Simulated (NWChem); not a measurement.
System: Si2N2H8O; SMILES N[SiH](N)O[SiH3]

NWChem input:

```
start job
memory heap 200 mb stack 900 mb global 1100 mb
geometry units angstroms noautoz
  N      1.135022    -1.825974     0.566644
  Si     0.102608    -0.967326    -0.520345
  N     -1.476617    -1.039841     0.199501
  O      0.388829     0.681753    -0.747406
  Si     0.010017     2.018050     0.189479
  H      1.152807    -1.576638     1.558576
  H      2.054704    -2.136669     0.247209
  H      0.345007    -1.565518    -1.873645
  H     -1.819546    -1.938256     0.547396
  H     -2.239572    -0.494340    -0.208717
  H     -1.455866     2.355332     0.095434
  H      0.359511     1.797194     1.639262
  H      0.803042     3.183728    -0.328258
end
basis spherical
  N library 6-31g*
  Si library 6-31g*
  O library 6-31g*
  H library 6-31g*
end
basis "cd basis" spherical
  * library "Ahlrichs Coulomb Fitting"
end
dft
  xc xtpss03 ctpss03
  iterations 150
end
task dft gradient
```

Output (shortened):

```
             Northwest Computational Chemistry Package (NWChem) 7.3.0
             --------------------------------------------------------

 C1  symmetry detected

                             Geometry "geometry" -> ""
                             -------------------------

 Output coordinates in angstroms (scale by  1.889725989 to convert to a.u.)

  No.       Tag          Charge          X              Y              Z
 ---- ---------------- ---------- -------------- -------------- --------------
    1 N                    7.0000     1.03370664    -1.86836217     0.61870747
    2 Si                  14.0000     0.02794754    -0.96582374    -0.45766289
    3 N                    7.0000    -1.54417991    -0.96614574     0.28112223
    4 O                    8.0000     0.38525278     0.66836595    -0.69153834
    5 Si                  14.0000     0.07816781     2.02178064     0.24702930
    6 H                    1.0000     1.07459449    -1.61855776     1.60983803
    7 H                    1.0000     1.93459079    -2.22058929     0.28896682
    8 H                    1.0000     0.22694105    -1.57638502    -1.81251651
    9 H                    1.0000    -1.92293995    -1.84769635     0.63494434
   10 H                    1.0000    -2.28669347    -0.38751381    -0.11909309
   11 H                    1.0000    -1.37209760     2.42449598     0.16978189
   12 H                    1.0000     0.43477133     1.78765459     1.69299372
   13 H                    1.0000     0.91650907     3.14982287    -0.28254609

 Effective nuclear repulsion energy (a.u.)     312.6678453055

 Summary of "cd basis" -> "" (spherical)
 ------------------------------------------------------------------------------
       Tag                 Description            Shells   Functions and Types
 ---------------- ------------------------------  ------  ---------------------
 *                  Ahlrichs Coulomb Fitting          on all atoms

                                 NWChem DFT Module
                                 -----------------

 Summary of "cd basis" -> "cd basis" (spherical)
 ------------------------------------------------------------------------------
       Tag                 Description            Shells   Functions and Types
 ---------------- ------------------------------  ------  ---------------------
 N                  Ahlrichs Coulomb Fitting        14       38   7s3p3d1f
 Si                 Ahlrichs Coulomb Fitting        12       40   5s3p2d1f1g
 O                  Ahlrichs Coulomb Fitting        14       38   7s3p3d1f
 H                  Ahlrichs Coulomb Fitting         6       14   3s2p1d

 Summary of "ao basis" -> "ao basis" (spherical)
 ------------------------------------------------------------------------------
       Tag                 Description            Shells   Functions and Types
 ---------------- ------------------------------  ------  ---------------------
 N                           6-31g*                  6       14   3s2p1d
 Si                          6-31g*                  8       18   4s3p1d
 O                           6-31g*                  6       14   3s2p1d
 H                           6-31g*                  2        2   2s

            General Information
            -------------------
          SCF calculation type: DFT
          Wavefunction type:  closed shell.
          No. of atoms     :    13
          No. of electrons :    58
           Alpha electrons :    29
            Beta electrons :    29
          Charge           :     0
          Spin multiplicity:     1
          Use of symmetry is: off; symmetry adaption is: off
          Maximum number of iterations: 150
          AO basis - number of functions:    94
                     number of shells:    50
          A Charge density fitting basis will be used.
          CD basis - number of functions:   306
                     number of shells:   114
          Convergence on energy requested:  1.00D-06
          Convergence on density requested:  1.00D-05
          Convergence on gradient requested:  5.00D-04

              XC Information
              --------------
                  TPSS metaGGA Exchange Functional  1.000
             TPSS03 metaGGA Correlation Functional  1.000

[...]

                         DFT ENERGY GRADIENTS

    atom               coordinates                        gradient
                 x          y          z           x          y          z
   1 N       1.953422  -3.530693   1.169188   -0.001391   0.000432  -0.001099
   2 Si      0.052813  -1.825142  -0.864857   -0.001825  -0.004842   0.004159
   3 N      -2.918077  -1.825751   0.531244    0.001945   0.001683   0.000569
   4 O       0.728022   1.263029  -1.306818    0.002500   0.000948  -0.002909
   5 Si      0.147716   3.820611   0.466818   -0.000075   0.000697  -0.000372
   6 H       2.030689  -3.058631   3.042153   -0.000118   0.001098   0.003747
   7 H       3.655846  -4.196305   0.546068    0.003168  -0.001406  -0.001462
   8 H       0.428856  -2.978936  -3.425160    0.000513  -0.002231  -0.005818
   9 H      -3.633830  -3.491640   1.199871   -0.001091  -0.003095   0.001473
  10 H      -4.321224  -0.732295  -0.225053   -0.002647   0.002370  -0.001579
  11 H      -2.592888   4.581633   0.320841   -0.006122   0.001285  -0.000523
  12 H       0.821599   3.378177   3.199294    0.001652  -0.001676   0.005989
  13 H       1.731951   5.952302  -0.533935    0.003491   0.004736  -0.002175
```

Level: TPSS/6-31G* (spherical d), Coulomb fitting. All runs use the structure optimised with PBE-D3(BJ)/def2-SVP.
